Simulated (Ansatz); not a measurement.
## AlBH2OF2 (SMILES O[B](F)[AlH][F]): the energy to break a bond

AlBH2OF2 has 7 atoms, charge 0, and is taken as a singlet. As SMILES, `O[B](F)[AlH][F]`. Geometry: optimised at r2SCAN/def2-SVP. This is one conformer, not always the lowest.

```xyz
7

O     0.4566   -0.1579    1.7619
B     0.5177   -0.6868    0.5170
F     1.1818   -1.8408    0.4127
Al   -0.4038    0.2906   -1.1569
F    -1.1502    1.7139   -0.6693
H    -0.0333    0.6749    1.7866
H    -0.5076   -0.0621   -2.6977
```

Wanted: the dissociation energy of the H6–O1 bond into doublet H and doublet AlBHOF2 (shapes relaxed at r2SCAN/def2-SVP, no zero-point term). 1 Eh = 2625.50 kJ/mol = 27.2114 eV. Totals in Eh; open shells run unrestricted unless said.

```
                                                level  program     AlBH2OF2  doublet H  doublet AlBHOF2
                                          HF/def2-SVP   Ansatz  -541.364132  -0.499278      -540.782213
                                       SVWN5/def2-SVP   Ansatz  -540.116540  -0.477468      -539.520277
RPA@PBE/def2-SVP, 9 core orbitals frozen in the whole   Ansatz  -542.374856  -0.512310      -541.758803
```

Task: Work out the dissociation energy at each level.

Result: 
1. HF/def2-SVP: (-0.499278) + (-540.782213) − (-541.364132) = 0.082641 Eh = 217.0 kJ/mol = 2.25 eV.
2. SVWN5/def2-SVP: (-0.477468) + (-539.520277) − (-540.116540) = 0.118795 Eh = 311.9 kJ/mol = 3.23 eV.
3. RPA@PBE/def2-SVP: (-0.512310) + (-541.758803) − (-542.374856) = 0.103743 Eh = 272.4 kJ/mol = 2.82 eV.

The levels span 217 to 312 kJ/mol; no measured value is set beside them. Hartree–Fock lacks the correlation of the bonding electrons, so it comes out low. A bond enthalpy at 298 K also holds the loss of zero-point energy and thermal terms.
